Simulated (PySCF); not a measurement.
SiHF3, SMILES F[SiH](F)F.

Geometry optimised at B3LYP-D3(BJ)/def2-SVP.

Level of theory: TDDFT-B3LYP/def2-SVPD in PySCF 2.14.0.

Vertical excitations; the highest root listed may be one member of a degenerate set. The molecule is in vacuum. State labels are in the subgroup Cs.

```tsv
state	symmetry	energy (eV)	λ (nm)	f	main pairs
S1	A"	10.46	119	0.085	HOMO→LUMO+1 (degenerate set)
S2	A'	10.46	119	0.085	HOMO→LUMO+2 (degenerate set)
S3	A'	10.57	117	0.101	HOMO→LUMO 98 %
S4	A"	10.97	113	0.000	HOMO−1→LUMO 95 %
S5	A'	11.29	110	0.006	HOMO−1→LUMO+1, HOMO−2→LUMO (degenerate set)
S6	A"	11.29	110	0.006	HOMO−1→LUMO+2, HOMO−3→LUMO (degenerate set)
S7	A'	11.42	109	0.219	HOMO→LUMO+3 93 %
S8	A"	11.45	108	0.058	HOMO−3→LUMO, HOMO−2→LUMO+1, HOMO−3→LUMO+2, HOMO−1→LUMO+2 (degenerate set)
S9	A'	11.45	108	0.058	HOMO−2→LUMO, HOMO−3→LUMO+1, HOMO−2→LUMO+2, HOMO−1→LUMO+1 (degenerate set)
S10	A"	11.53	108	0.000	HOMO−2→LUMO+1 49 %, HOMO−3→LUMO+2 49 %
T1	A"	9.57	130	0	HOMO→LUMO+1 (degenerate set)
T2	A'	9.57	130	0	HOMO→LUMO+2 (degenerate set)
T3	A'	9.62	129	0	HOMO→LUMO 69 %, HOMO→LUMO+3 26 %
T4	A'	10.59	117	0	HOMO→LUMO+3 68 %, HOMO→LUMO 28 %
```
Triplets are in the Tamm–Dancoff approximation, which puts them higher than full response would, so one can lie above its singlet here.
